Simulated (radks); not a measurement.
Q: Neutral technetium, [Kr] 4d5 5s2. Calculated with a radial shooting solver on a logarithmic mesh with Libxc functionals: non-relativistic Kohn-Sham, r2SCAN, spin-polarised, spherical densities, point nucleus; meta-GGA in the generalised Kohn-Sham scheme. Every spin shell is full or empty, so the densities are truly spherical. Functionals are evaluated on that one density, not self-consistently. Rank these exchange functionals by their error against the exact value of the orbitals, and give that value: LDA, revPBE, PW86, OPTX, WC, AM05, SOGGA, EV93, APBE, SCAN, r2SCAN, TASK.

A: Exact: -124.339 hartree. From best to worst, with 100 (|E| - |E exact|)/|E exact| (equal figures are ties): r2SCAN -0.06, PW86 -0.08, EV93 -0.17, SCAN +0.21, revPBE -0.26, APBE +0.36, WC -0.91, OPTX +1.06, TASK -2.34, SOGGA -2.40, AM05 -4.79, LDA -5.17.
